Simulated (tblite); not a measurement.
Compound: C4H6OSi.
Atom-mapped SMILES: `[SiH3:1][c:2]1[cH:3][cH:4][cH:5][o:6]1` (hydrogens: H7, H8, H9 on Si1; H10 on C3; H11 on C4; H12 on C5)

All values are computed: GFN2-xTB (tblite) harmonic vibrations without scaling, gas phase. Against measured fundamentals such values can be off by several per cent, at times by over 20. Modes of hydrogen on silicon can be 10 to 20 % off.

Harmonic wavenumbers (cm⁻¹): 48.6, 158.0, 181.5, 460.6, 527.0, 551.1, 586.4, 633.1, 766.4, 770.6, 784.3, 793.4, 823.5, 849.0, 860.2, 910.3, 1041.7, 1094.7, 1116.3, 1186.7, 1215.2, 1364.9, 1440.3, 1556.8, 2252.9, 2261.7, 2275.8, 3161.4, 3173.4, 3183.6.

A = 8503, B = 1997, C = 1648 MHz; mass 98.019 u (most abundant isotopes); point group Cs, symmetry number 1.

Problem. Zero-point energy?

Solution. Half the sum of the wavenumbers: 18015 cm⁻¹ = 215.51 kJ/mol.

Problem. Entropy at 298.15 K, 1 bar (ideal gas, RRHO, classical rotation)?

Solution. Translation 166.04, rotation 112.31, vibration 60.33: S = 338.7 J/(mol K).

Problem. And Cp and H(298.15 K) − H(0)?

Solution. Cp = 108.49 J/(mol K), of which vibrations give 75.23 (their classical limit is 30 R = 249.4); H(298.15 K) − H(0) = 19.74 kJ/mol without the zero-point energy, 9.82 from vibrations.

Problem. What must be added to the electronic energy to get the Gibbs energy at 298.15 K and 1 bar?

Solution. ZPE + [H(298.15 K) − H(0)] − T·S = 215.51 + 19.74 − 100.98 = 134.27 kJ/mol.

Problem. Which modes carry the vibrational entropy at 298.15 K?

Solution. 48.6 cm⁻¹: 20.39; 158.0 cm⁻¹: 10.77; 181.5 cm⁻¹: 9.68; 460.6 cm⁻¹: 3.20; 527.0 cm⁻¹: 2.49; 551.1 cm⁻¹: 2.27 J/(mol K); the other 24 give 11.55 together.

Problem. How do the functions run with temperature in this model?

Solution. 
```tsv
T (K)	S (J/(mol K))	Cp (J/(mol K))	H − H(0) (kJ/mol)	G − H(0) (kJ/mol)	ln q(vib)
100	259.1	52.8	4.31	-21.60	0.87
200	302.2	76.7	10.65	-49.78	2.05
300	339.4	109.1	19.94	-81.87	3.32
500	408.3	161.5	47.38	-156.77	6.16
800	495.0	206.3	103.27	-292.76	10.59
1000	543.2	224.4	146.46	-396.69	13.39
```

q(vib) and H(0) count from the zero-point level.

Problem. Blend soft modes into free rotors: weight 1/[1 + (100 cm⁻¹/ν̃)⁴] for the oscillator and the rest for a rotor with moment μB/(μ + B), μ = h/(8π²ν), B = 10⁻⁴⁴ kg m². What vibrational entropy results?

Solution. 55.07 J/(mol K) in place of 60.33, which changes −T·S at 298.15 K by +1.57 kJ/mol.

Hindered rotation and anharmonicity are outside this model.
